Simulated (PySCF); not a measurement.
Cd₂S, singlet: computed properties

These are results of B3LYP in PySCF with S def2-SVP, Cd def2-SVP with ECP28; scalar-relativistic core potentials, no spin–orbit coupling; density-fitted integrals, not measurements.

The structure is a minimum.

* Point group: D∞h
* Bond lengths: S–Cd 2.435 Å (×2)
* Bond angles: Cd–S–Cd 180.0°
* Enthalpy at 298.15 K above 0 K: 15.96 kJ/mol
* Lowest empty level: -3.77 eV
* Rotational constants: 0.01248 cm⁻¹
* Principal polarisabilities: 68.3, 68.3, 342.3 bohr³
* Dipole moment: 0.00 D
* Entropy at 298.15 K and 1 bar: 320.4 J/(mol K)
* Rotational symmetry number: 2
* Atomisation energy without zero-point energy: 157 kJ/mol
* Heat capacity Cp at 298.15 K: 60.7 J/(mol K)
* Principal quadrupole moments (Buckingham, traceless) about the centre of mass: -7.63, -7.63, 15.27 D Å
* Highest occupied level: -5.98 eV
* Zero-point energy: 3.1 kJ/mol

Harmonic modes (masses in u: S 31.972, Cd 113.903):
```csv
symmetry,ω (cm⁻¹),"IR (km/mol, summed over degenerate members)",μ (u)
πu,49,33.6,35.08
σg+,136,0.0,113.90
σu+,291,31.2,35.08
```

In D∞h the vibrations span πu + σg+ + σu+. The σg+ mode carries no infrared intensity, as symmetry demands. With a centre of inversion only u modes can be infrared active and only g modes Raman active.

Charges (e):
```tsv
atom	Mulliken	Löwdin	polar tensor	Mayer order to S1
S1	-0.41	-0.10	-0.15	–
Cd2,3	0.20	0.05	0.07	0.99
```
Other Mayer orders above 0.3: Cd–Cd 0.43.

Mulliken populations on S1: s 5.88, p 10.51, d 0.02.

Outer orbital energies (eV). occupied: -14.19, -14.19, -14.19, -13.85, -8.78, -5.98, -5.98, -5.98; empty: -3.77, -0.79, -0.79, -0.17.

This need not be the most stable arrangement of these atoms.

The final relaxation and frequency run took roughly 26 core-seconds on a shared host.
